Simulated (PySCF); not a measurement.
ScN (singlet state).
SMILES: `[N]#[Sc]`

Method: EOM-EE-CCSD/aug-cc-pVTZ in PySCF, restricted Hartree–Fock reference, 6 core orbitals frozen, non-relativistic, gas phase, PBE0-D3(BJ)/def2-SVP geometry.

Problem. What does EOM-EE-CCSD give for the lowest vertical excitations?

Solution. 
```tsv
state	E (eV)	Eh	main singles (HF orbitals, share of the singles part)
singlet 1	0.79	0.0290	HOMO→LUMO 66 %, HOMO→LUMO+3 14 %
singlet 2 (×2)	1.27	0.0468	HOMO-1→LUMO 66 %, HOMO-1→LUMO+3 14 %
triplet 1	0.51	0.0187	HOMO→LUMO 68 %, HOMO→LUMO+3 14 %
```

×n marks degenerate levels (orbitals of the first member shown); a last level whose partners the search may have cut is left out.

Problem. What is the vertical gap between the lowest excited singlet and the lowest triplet?

Solution. 0.79 − 0.51 = 0.28 eV (27 kJ/mol). Both are led by HOMO→LUMO.

The first EOM-IP-CCSD ionisation energy is 6.96 eV, 5.69 eV above the highest singlet listed and 6.17 eV above the lowest.

T1 diagnostic 0.034. EOM-CCSD puts states of mainly double-excitation character too high. An iterative search for so few roots can pass over a low state.
